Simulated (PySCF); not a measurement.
Field gradients at the hydrogen positions

C₇H₉Cl₂FO.
Z-matrix (Å and degrees, GFN2-xTB geometry), rows numbered from 1:
```
F 
C   1  1.3990
C   2  1.5009  1  108.81
C   3  1.3273  2  108.59  1  -106.12
C   4  1.4901  3  128.62  2   176.48
C   5  1.5342  4  112.91  3   119.00
C   6  1.5179  5  111.88  4   -57.49
Cl  7  1.7814  6  110.04  5   176.84
Cl  7  1.7779  6  111.00  5   -62.39
C   4  1.5069  3  108.49  2    -2.24
O   2  1.3771  1  110.00  3  -115.74
H   2  1.0968  1  104.62  3   125.59
H   3  1.0718  2  122.50  1    69.69
H   5  1.0924  4  108.95  3  -120.94
H   5  1.0903  4  108.84  3    -2.85
H   6  1.0911  5  109.29  4  -178.54
H   6  1.0914  5  110.23  4    62.69
H   7  1.0920  6  112.29  5    57.30
H  10  1.0983  4  110.95  3   111.27
H  10  1.0935  4  114.01  3  -125.38
```

Level: PBE0/pcSseg-1 (PySCF, non-relativistic); Q(2H) = 0.00286 b; rigid geometry, the same for H and D, with no vibrational averaging.

Task: Rank these positions by the coupling χzz of a deuteron there, largest first.
A. H20 (methylene hydrogen)
B. H13 (vinylic hydrogen)
C. H12 (methine hydrogen)
D. H14 (methylene hydrogen)
E. H18 (methine hydrogen)

Result: B (232 kHz), D (203 kHz), A (198 kHz), E (192 kHz), C (188 kHz).

Task: Give the electric field gradient Vzz (the principal value of largest size), its asymmetry and the 2H coupling at each hydrogen.

Result: 
| atom | bonded to | bond length (Å) | Vzz (au) | η | χzz (kHz) |
| --- | --- | --- | --- | --- | --- |
| H12 | C2 | 1.097 | 0.2799 | 0.02 | 188 |
| H13 | C3 | 1.072 | 0.3447 | 0.05 | 232 |
| H14 | C5 | 1.092 | 0.3022 | 0.02 | 203 |
| H15 | C5 | 1.090 | 0.2995 | 0.03 | 201 |
| H16 | C6 | 1.091 | 0.2998 | 0.04 | 201 |
| H17 | C6 | 1.091 | 0.3006 | 0.03 | 202 |
| H18 | C7 | 1.092 | 0.2860 | 0.02 | 192 |
| H19 | C10 | 1.098 | 0.2854 | 0.06 | 192 |
| H20 | C10 | 1.093 | 0.2949 | 0.06 | 198 |

Task: How does χzz go with the bond length over the 9 C–H bonds?

Result: A straight-line fit has a slope of -16.0 kHz for each 0.01 Å, with a correlation coefficient of -0.96, over lengths from 1.072 to 1.098 Å. The longer bonds have the smaller couplings here.

Isolated species at its GFN2-xTB geometry (one conformer only). GFN2-xTB bond lengths can be off by several hundredths of an ångström, more for odd bonds, and the gradients follow them. With a basis this small, the couplings can be 20 % off.
